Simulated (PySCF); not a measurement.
# Dipole response of V⁺ (vanadium, charge +1)

[Ar] 3d4, high-spin 5D determinant. Calculation: PySCF 2.14, in aug-cc-pwCVTZ (10s9p7d4f3g, 127 functions); the non-relativistic Hamiltonian (point nucleus). Coupled (time-dependent) response in atomic units; α is the mean over directions.

| method | mean α (bohr³) | α xx, yy, zz | C₆ (like pair) | S(−4) |
| --- | --- | --- | --- | --- |
| UHF | 11.29 | 10.14, 10.14, 13.59 | 41.47 | 154.0 |
| PBE | 17.76 | 16.30, 16.30, 20.68 | 67.24 | 545.7 |

S(−4) is the Cauchy moment in α(ω) = α(0) + S(−4) ω² + …

α(iu) at PBE:

| u (hartree) | α(iu) (bohr³) |
| --- | --- |
| 0 | 17.76 |
| 0.0500 | 16.54 |
| 0.100 | 14.04 |
| 0.200 | 9.963 |
| 0.300 | 7.696 |
| 0.500 | 5.326 |
| 0.750 | 3.786 |
| 1.00 | 2.885 |
| 1.50 | 1.877 |
| 2.00 | 1.327 |
| 3.00 | 0.7643 |
| 5.00 | 0.3503 |

A single London oscillator, α(iu) = α/(1 + u²/ω²), gives C₆ = (3/4) ω α². Matching the computed C₆ needs ω = 4 × 67.24 / (3 × 17.76²) = 0.284 hartree.

For an ion, C₆ is the dispersion term alone; charge-induced terms of lower order in 1/R come first.

The components differ because the open shell of this determinant is not spherical; for a pure term their mean is the scalar polarisability.
